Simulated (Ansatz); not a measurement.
Isolated molecules relaxed with PBE0-D4/def2-TZVP in Ansatz; ΔE leaves out vibrations. CBS: MP2 limit from def2 TZ/QZ plus the TZ coupled-cluster correction, frozen cores. DFT in def2-TZVPP. B3LYP here is the variant with VWN-RPA as its local correlation; programs differ in this. For Ge outer-core shells are correlated without core-valence functions, which leaves a few kJ/mol of doubt a bond. Scalar relativity is left out up to krypton. Each species was taken in one conformer, which may not be the lowest.

Reaction (formal exchange of groups at a Ge–C bond): `CC#[C][GeH2][OH]` + `NCC(F)F` → `N[CH2][GeH2][OH]` + `CC#CC(F)F`

`CC#[C][GeH2][OH]`:

Cartesian coordinates in Å:
```
C -2.100 0.665 -1.194
C -0.831 0.403 -0.548
C 0.228 0.189 -0.005
Ge 1.886 -0.168 0.838
O 1.692 -1.534 1.963
H -2.003 1.474 -1.923
H -2.459 -0.223 -1.721
H -2.857 0.957 -0.462
H 2.329 1.003 1.718
H 2.928 -0.514 -0.239
H 1.187 -2.251 1.573
```

`NCC(F)F`:

Z-matrix (Å, degrees):
```
C
C 1 1.512
N 1 1.443 2 115.3
H 1 1.094 2 107.5 3 122.6
H 1 1.094 2 107.5 3 -122.6
F 2 1.361 1 110.2 3 58.8
F 2 1.361 1 110.2 3 -58.8
H 2 1.095 1 113.6 3 180.0
H 3 1.012 1 110.4 2 -59.2
H 3 1.012 1 110.4 2 59.2
```

`N[CH2][GeH2][OH]`:

Z-matrix (Å, degrees):
```
C
Ge 1 1.954
N 1 1.457 2 108.9
H 1 1.099 2 108.8 3 -126.9
H 1 1.093 2 106.9 3 117.8
O 2 1.789 1 104.8 3 164.7
H 2 1.543 1 113.1 3 -76.2
H 2 1.548 1 110.5 3 46.9
H 3 1.012 1 111.2 2 173.2
H 3 1.012 1 111.0 2 -67.8
H 6 0.959 2 113.1 1 170.5
```

`CC#CC(F)F`:

Cartesian coordinates in Å:
```
C 1.820 0.978 0.168
C 0.554 0.288 0.041
C -0.502 -0.275 -0.052
C -1.761 -0.985 -0.209
F -2.055 -1.701 0.906
F -2.784 -0.114 -0.409
H 2.571 0.540 -0.493
H 2.190 0.916 1.194
H 1.710 2.033 -0.091
H -1.743 -1.679 -1.056
```

```json
{"level": "PBE-D4", "ΔE (eV)": "0.57"}
{"level": "PBE0-D4", "ΔE (eV)": "0.63"}
{"level": "B2PLYP", "ΔE (eV)": "0.67"}
{"level": "PBE0", "ΔE (eV)": "0.63"}
{"level": "B3LYP", "ΔE (eV)": "0.62"}
{"level": "HF/def2-TZVPP", "ΔE (eV)": "0.80"}
{"level": "SCS-MP2/def2-TZVPP", "ΔE (eV)": "0.73"}
{"level": "CCSD/CBS(def2)", "ΔE (eV)": "0.69"}
```

(1) What does CCSD(T)/CBS give? (Best estimate.)

Largest T1 diagnostic among the species: 0.012.

## Answers

(1) Ansatz gave: +0.69 eV. The listed levels differ from it by -0.12, -0.06, -0.02, -0.06, -0.07, 0.11, 0.04, 0.00 eV.

From PBE to PBE0 (25 % exact exchange), in def2-TZVPP and without D4, ΔE moves by +0.06 eV. In def2-TZVPP, CCSD(T) changes the Hartree–Fock value by −0.08 eV (the triples alone add −0.00 eV) and MP2 by −0.09 eV.
